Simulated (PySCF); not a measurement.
Isomers of CH5NSi. Isolated molecules, 0 K electronic values unless said otherwise. One relaxed conformer stands for each flexible species; it need not be the lowest. Strings in code marks are SMILES.

Level of theory: r2SCAN-D4/def2-TZVP in PySCF. All candidates: neutral, multiplicity 1. Excitations are Tamm–Dancoff values on a coarser integration grid. The basis has no diffuse functions, so Rydberg states are missing or too high.

The S1 excitation (TDA) is 4.94 eV and the LUMO is -1.79 eV. The brightest of the four lowest singlets (TDA) is 5.06 eV.

Question: Identify which member has these values.
(A) `NC=[SiH2]`
(B) `C=N[SiH3]`
(C) `C=[SiH]N`
(D) `[H]/N=[SiH]\C`

Answer: A, `NC=[SiH2]`. The others give `C=[SiH]N`: 5.16 eV, -0.54 eV, 5.76 eV; `C=N[SiH3]`: 4.36 eV, -1.92 eV, 6.97 eV; `[H]/N=[SiH]\C`: 4.64 eV, -1.66 eV, 6.96 eV
